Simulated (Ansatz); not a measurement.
C4H2F4 (`FC(F)=CC=C(F)F`), relaxed with RKS PBE0-D4/def2-TZVP in the Gaussian-basis code of Ansatz from a PBE-D4/def2-SVP geometry. The force threshold is 0.005 eV/Å; the program also tests the step.

The species carries charge 0 and has multiplicity 1.

Start:

```xyz
10

F    -0.457   -2.151   -2.070
C     0.071   -1.540   -1.021
F     1.016   -2.289   -0.464
C    -0.298   -0.322   -0.576
C     0.298    0.322    0.576
C    -0.071    1.540    1.021
F    -1.016    2.290    0.465
F     0.458    2.150    2.071
H    -1.096    0.184   -1.137
H     1.095   -0.184    1.136
```

```csv
step,energy (eV),largest force (eV/Å),largest move (Å)
1,-15037.8356,0.695,0.000
2,-15037.8983,0.235,0.028
3,-15037.9037,0.022,0.009
4,-15037.9038,0.013,0.001
5,-15037.9038,0.002,0.001
```

End:

```xyz
10

F    -0.451   -2.125   -2.045
C     0.069   -1.516   -1.007
F     1.002   -2.263   -0.461
C    -0.298   -0.320   -0.574
C     0.298    0.320    0.574
C    -0.069    1.516    1.007
F    -1.002    2.263    0.461
F     0.452    2.125    2.045
H    -1.083    0.178   -1.127
H     1.083   -0.178    1.127
```

Run time 30 s (4 threads of an Arm Neoverse V2 on a shared host); peak host memory 0.75 GiB.
